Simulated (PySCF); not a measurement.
# Ionisation energy of Cs by level of theory

Cs [Xe] 6s1 [6s1/2^1, M_J = 1/2] → Cs+ [Xe], as a difference of total energies. Calculation: PySCF 2.14, in x2c-TZVPall-2c with one added diffuse shell each of s, p, d type (12s12p10d1f, 105 functions); the two-component X2C-1e Hamiltonian. Correlated levels: [Kr] 4d10 frozen; the 30 highest virtual spinors dropped. "Screened" scales the spin-orbit matrix elements by Boettger's factors to mimic the two-electron term; Breit and QED terms are absent.

```json
{"method": "GHF (screened spin-orbit)", "ionisation energy (eV)": "3.478"}
{"method": "GMP2 (screened spin-orbit)", "ionisation energy (eV)": "3.801"}
```

Q: How much does correlation contribute at GMP2 (screened spin-orbit)?

A: 3.801 − (3.478) = 0.323 eV, measured against GHF (screened spin-orbit).

Errors of the correlated levels include the incompleteness of this basis and the frozen core.

For comparison: 3.894 eV (measured; NIST Atomic Spectra Database, ionization energies).
